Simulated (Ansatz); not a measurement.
Two structures of Si$_{3}$N$_{2}$H$_{10}$OF, doublet, reached by relaxing down either side of one saddle point (PBE0-D4/def2-TZVP). Energies are electronic, without zero-point energy. Ansatz 0.2.0; basis: def2-TZVPP and def2-QZVPP; cores frozen in the correlated methods; orbitals are unrestricted. Extrapolation: Hartree–Fock as exp(−7.88 √X), correlation as X^−2.97. First:

| atom | x (Å) | y (Å) | z (Å) |
| --- | --- | --- | --- |
| Si1 | 0.7143 | 1.2363 | 0.3415 |
| N2 | 0.6804 | -0.2350 | -0.5255 |
| Si3 | 0.1229 | -0.4937 | -2.1437 |
| N4 | -0.8936 | 1.7108 | 0.6706 |
| Si5 | -2.2734 | 0.6525 | 0.6866 |
| F6 | 1.5241 | 0.8815 | 1.7053 |
| H7 | 3.3599 | -1.9931 | 1.1738 |
| O8 | 2.4180 | -1.8329 | 1.2628 |
| H9 | 1.2777 | -0.9602 | -0.1231 |
| H10 | -0.5339 | 0.7599 | -2.5932 |
| H11 | 1.2503 | -0.8110 | -3.0621 |
| H12 | -0.8481 | -1.6165 | -2.2095 |
| H13 | -1.0627 | 2.6792 | 0.8963 |
| H14 | -3.4261 | 1.4519 | 1.1788 |
| H15 | -2.0539 | -0.5100 | 1.5832 |
| H16 | -2.5944 | 0.1363 | -0.6699 |
| H17 | 2.3383 | -1.0561 | 1.8281 |

Second:

Si1  (0.927, 0.329, 1.273)
N2  (0.596, -1.194, -0.112)
Si3  (0.491, -0.592, -1.795)
N4  (-0.393, 1.193, 0.482)
Si5  (-2.083, 0.805, 0.521)
F6  (0.398, -0.765, 2.359)
H7  (1.383, -1.821, 0.026)
O8  (2.482, 0.166, 0.651)
H9  (-0.242, -1.693, 0.169)
H10  (1.314, 0.618, -1.966)
H11  (0.999, -1.673, -2.681)
H12  (-0.938, -0.353, -2.097)
H13  (-0.229, 2.192, 0.540)
H14  (-2.763, 1.207, 1.782)
H15  (-2.220, -0.670, 0.378)
H16  (-2.797, 1.460, -0.609)
H17  (3.075, 0.791, 1.078)
(Å)

(1) Which bonds change from the first to the second?

(2) Give the saddle point's structure and its height above each. (An estimate is asked for; the value comes from the calculation.)

The T1 diagnostic stays at or below 0.014. ⟨S²⟩ of the unrestricted Hartree–Fock references: 0.75 to 0.76 (a pure state has 0.75).

## Answers

(1) Si₃N₂H₈F ([F][Si]([NH][SiH3])[NH][SiH3]) + H₂O → Si₂NH₅OF ([OH][Si]([F])[NH][SiH3]) + SiNH₅ ([NH2][SiH3]) (still joined by a long Si–N bond); bonds formed: Si1–O8, N2–H7; bonds broken: H7–O8; bonds weakened to dative contacts: Si1–N2.

(2) By the calculation: 25.67 kcal/mol above the first and 25.43 kcal/mol above the second (CCSD(T) at an estimated basis limit (MP2 extrapolated from triple and quadruple zeta, plus CCSD(T) − MP2 in triple zeta)).
```xyz
17
angstrom
Si 0.7933 0.3728 1.0497
N 0.7709 -1.0095 -0.2128
Si 0.4578 -0.6391 -1.9015
N -0.5981 1.3250 0.5642
Si -2.2634 0.8495 0.5883
F 0.2628 -0.4391 2.3373
H 1.9723 -1.0276 0.2465
O 2.5701 -0.4821 1.1650
H 0.2566 -1.8149 0.1348
H 1.3102 0.5241 -2.2454
H 0.8439 -1.8120 -2.7269
H -0.9699 -0.3227 -2.1442
H -0.4136 2.3141 0.4894
H -2.9742 1.2008 1.8483
H -2.3020 -0.6282 0.4279
H -3.0046 1.4811 -0.5387
H 3.2877 0.1078 0.9182
```

The step is the kind of ligand exchange by which a precursor binds to a hydroxyl group, or is hydrolysed, in atomic layer deposition of oxides. Here a small cluster stands in for the surface site.

Labels in which every atom is bracketed show which atoms are joined, not bond orders.

For scale, one of the runs: CCSD(T)/def2-TZVPP, 390 basis functions, launched by `ansatz run in.yaml --threads 4 --pin off --events-out ev --progress --plain --max-ram 66560MiB --backend cuda --devices 0, --max-vram 37GiB`. The run took 110 s on 4 CPU threads of an AMD EPYC 7R13 and a share of one NVIDIA H100 (shared host), with 1.7 GiB of host memory at its peak.
